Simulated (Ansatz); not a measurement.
Consider the ligand exchange at a B–O bond: `O=CB(O)[SiH3]` + H–F → `O=CB(F)[SiH3]` + H₂O.

Calculated with Ansatz (gas phase, PBE0-D4/def2-TZVP geometries, no zero-point term in ΔE). CCSD(T)/CBS is the MP2 limit (def2-TZVPP, def2-QZVPP) plus CCSD(T) − MP2 in def2-TZVPP, frozen cores. This one scheme is used for every species. Functionals use def2-TZVPP. One conformer a species, not always the lowest.

(1) Is it downhill or uphill in electronic energy at CCSD(T)/CBS, and by how much? (Best estimate.)

(2) What do these levels give: ωB97X-V, BLYP, r2SCAN0, RPA@PBE/def2-TZVPP, HF/def2-TZVPP, HF/CBS(def2)? (An estimate is asked.)

Largest T1 diagnostic among the species: 0.016.

Answers

(1) The calculation gave: Uphill: ΔE = +16.8 kJ/mol.

(2) Ansatz gave: ωB97X-V 13.6, BLYP 11.4, r2SCAN0 15.9, RPA@PBE/def2-TZVPP 14.5, HF/def2-TZVPP -1.5, HF/CBS(def2) -2.1 kJ/mol.

Leaving LDA and LC-ωPBE aside and taking each functional with its dispersion term where it has one, the values, not all of them listed here, spread over 9.9 kJ/mol, from BHLYP-D4 to revPBE-D4. LDA lies +11.4 kJ/mol from PBE without D4. At CCSD(T), def2-SVP lies +5.7 kJ/mol from the extrapolated value and def2-TZVPP +0.1 kJ/mol.
